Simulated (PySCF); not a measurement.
**Spinor energies of Ar (argon, neutral)**

Start: [Ar]. Calculated with PySCF 2.14 in x2c-TZVPall-2c (5s6p2d1f, 40 functions): generalised Hartree-Fock with the X2C-1e Hamiltonian and a Gaussian nucleus; one run each with spin-orbit coupling (SO) switched off, then screened by Boettger's factors.

```csv
spinor shell,electrons,"ε, spin-free (eV)","ε, screened SO (eV)",weight of nominal j (screened SO),"rms radius, screened SO (bohr)"
1s1/2,2,-3240.4,-3240.4,1.000,0.0991
2s1/2,2,-337.59,-337.59,1.000,0.446
2p1/2,2,-260.46,-262.03,1.000,0.415
2p3/2,4,-260.46,-259.68,1.000,0.418
3s1/2,2,-34.955,-34.955,1.000,1.53
3p1/2,2,-16.017,-16.157,1.000,1.81
```

Problem. Where does 3p3/2 lie, and what is the 3p spin-orbit splitting (screened SO)?

Solution. At -15.948 eV, 0.209 eV above 3p1/2.

```csv
quantity,spin-free,screened SO
E (hartree),-528.61427,-528.61582
M_J,0,0
⟨J²⟩,0.000,0.000
⟨L²⟩,0.000,0.000
⟨S²⟩,0.000,0.000
```

Without spin-orbit coupling the j labels of p, d and f shells carry no meaning; the spin-free column gives the mean over the occupied spinors of each nl shell.
